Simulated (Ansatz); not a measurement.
Ligands exchanged one at a time, B OH-H. Isolated molecules, 0 K electronic values unless said otherwise. One relaxed conformer stands for each flexible species; it need not be the lowest. Strings in code marks are SMILES.

Quantity: redistribution energy (mixed species minus the weighted end members), in eV.

Case: 1 of 3 OH replaced by H: `OBO` (H–O–B–O torsion 180°, O–B–O–H torsion 180°). The other species in the difference include `B(O)(O)O` (neutral, multiplicity 1). Geometry of `B(O)O` (neutral, multiplicity 1, Å):

```xyz
6

O      1.0139     0.8216     0.3886
B      0.0169    -0.0898     0.2319
O     -1.2443     0.3999     0.0950
H      1.8825     0.4225     0.4806
H      0.2393    -1.2687     0.2152
H     -1.9083    -0.2854    -0.0123
```

Problem. Predict the redistribution energy (mixed species minus the weighted end members) from frozen-core CCSD(T)/cc-pVTZ // B3LYP-D3(BJ)/def2-TZVP (Ansatz, an electronic-structure program).

Solution. -0.103 eV.
